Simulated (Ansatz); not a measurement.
Dissociation curve of GaMg (anion, charge -1), lowest singlet found (which spin is the ground state isn't settled by this scan).

- RKS-CAM-B3LYP = Ansatz (a first-principles code) with restricted CAM-B3LYP/aug-cc-pVDZ
- RKS-PBE = restricted PBE/aug-cc-pVDZ run with Ansatz
- UKS-PBE = Ansatz with unrestricted PBE/aug-cc-pVDZ
- FCI = full CI/aug-cc-pVDZ, cores with 3d frozen in Ansatz

Cost and accuracy over the 11 points of the scan, with FCI as yardstick. Costs are rough ratios of core time within Ansatz on shared cores, each with its mean field (Kohn-Sham runs search longer for lower solutions than correlated ones do); the miss is the largest error against full CI of the curve after the mean shift, in kcal/mol.

Which is the cheapest of these levels that stays within 5.9 kcal/mol of FCI?

RKS-PBE.

```
level          relative cost  largest error
-------------  -------------  -------------
RKS-CAM-B3LYP              1            6.7
RKS-PBE                    1            5.2
UKS-PBE                    5            7.7
```

Costs within a factor of two of each other count as equal.

The scan ran from 1.91 to 8.88 Å; beyond the distances shown full CI changes its symmetry label. The restricted form behind RKS-CAM-B3LYP, RKS-PBE keeps the bonding electrons paired and can't separate into open-shell fragments. Where the anion isn't bound against loss of the electron, the finite basis alone holds it. The unrestricted determinant behind UKS-PBE is spin-contaminated at 1.91 to 2.95 Å (<S²> up to 1.0, against 0.00 for a pure singlet).
